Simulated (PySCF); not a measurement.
**Ionisation energy of Kr by level of theory**

Kr [Kr] (1S) → Kr⁺ [Ar] 3d10 4s2 4p5 (2P), as a difference of total energies. All numbers are calculated (PySCF 2.14, the spin-free X2C one-electron Hamiltonian (Gaussian nucleus), in aug-cc-pVQZ-DK). Correlated levels: valence: [Ar] 3d10 frozen. The calculations carry no spin-orbit coupling.

Q: Order these methods by the ionisation energy they give, lowest first.
A. SCS-MP2 (valence)
B. MP2 (valence)
C. CCSD(T) (valence)
D. CCSD (valence)

A: D (14.030 eV), A (14.064 eV), C (14.085 eV), B (14.132 eV).

Errors of the correlated levels include the incompleteness of this basis and the frozen core.

For comparison: 14.222 eV (measured; NIST levels, between the centres of gravity of the two terms).
